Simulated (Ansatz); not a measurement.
Stretching the Sn1–H2 bond in H4Sn (SMILES [SnH4]) (multiplicity 1 held, fragments rigid). Energies count from the point at 1.709 Å.
Geometry at that point (charge 0, multiplicity 1):
```xyz
5

Sn     0.00000     0.00000     0.00000
H      1.30166     0.69995    -0.85722
H      0.60242    -0.85906     1.34839
H     -1.05717     1.23097     0.53495
H     -0.84691    -1.07186    -1.02612
```

R- and RO- levels are restricted; in cc, def2 and unpolarised 6-31G sets they are followed outwards from rest. U- levels take the lowest unrestricted solution at each point, which mixes spins at long bonds. Levels need not reach the same state.

Correlated levels freeze the cores. Filled d and f shells under p-block atoms count as core.

The values were computed with Ansatz (Gaussian basis) for Hartree–Fock, density functionals and correlated methods.  In def2 rows elements past Kr take small-core potentials, without spin–orbit coupling.

Q: What energy at R = 5.467 Å does R-SCS-MP2/def2-TZVPP give?

A: 4.27 eV

Q: Predict the energy at R = 5.467 Å from U-CCSD(T)/def2-TZVPP.

A: 3.41 eV

Q: Estimate the energy at R = 5.467 Å that R-HF/def2-TZVPP returns for this input.

A: 6.79 eV

Doubts at one or more of the structures used: a restricted determinant that unrestricted orbitals would lower (R-HF/def2-TZVPP, R-SCS-MP2/def2-TZVPP); a spin-contaminated determinant (U-CCSD(T)/def2-TZVPP).

Ansatz is an electronic-structure program.
